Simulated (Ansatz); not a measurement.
Basis sets compared for the cluster ZnTe₂. The state is a singlet with charge 0. Geometry B3LYP-D4/def2-TZVP. Ansatz on 4 threads of Arm Neoverse V1 on a shared host; times are rough, and most runs start from earlier orbitals.

Cartesian coordinates in Å:
```
Zn -0.4069 -0.8734 -0.9095
Te 1.2513 -0.5477 0.9312
Te -0.8445 1.4211 -0.0217
```

In the def2 sets Te takes a core potential; there is no spin–orbit coupling. At PBE0-D4/def2-TZVP a triplet of charge 0 lies 0.07 eV below the restricted singlet, each at its own geometry. The structure comes from a short search, and lower isomers may exist.

| level | functions | energy (Eh) | HOMO (eV) | LUMO (eV) | wall time |
| --- | --- | --- | --- | --- | --- |
| PBE-D4/def2-SVP | 83 | -2314.9228 | -4.46 | -4.17 | 0.9 s |
| PBE-D4/def2-TZVP | 148 | -2315.2116 | -4.69 | -4.37 | 1.6 s |
| r2SCAN-D4/def2-TZVP | 148 | -2315.6763 | -4.87 | -4.28 | 3.5 s |
| PBE0-D4/def2-SVP | 83 | -2314.9812 | -5.42 | -3.57 | 1.4 s |
| PBE0-D4/def2-TZVP | 148 | -2315.2585 | -5.59 | -3.72 | 2.5 s |

(1) Estimate the rows for PBE-D4/def2-TZVPD, r2SCAN-D4/def2-TZVPD, PBE0-D4/def2-TZVPD.

Results:

(1) 
```
               level  functions  energy (Eh)  HOMO (eV)  LUMO (eV)  wall time
   PBE-D4/def2-TZVPD        169   -2315.2122      -4.71      -4.39      2.2 s
r2SCAN-D4/def2-TZVPD        169   -2315.6769      -4.88      -4.29      4.5 s
  PBE0-D4/def2-TZVPD        169   -2315.2590      -5.61      -3.73      3.5 s
```
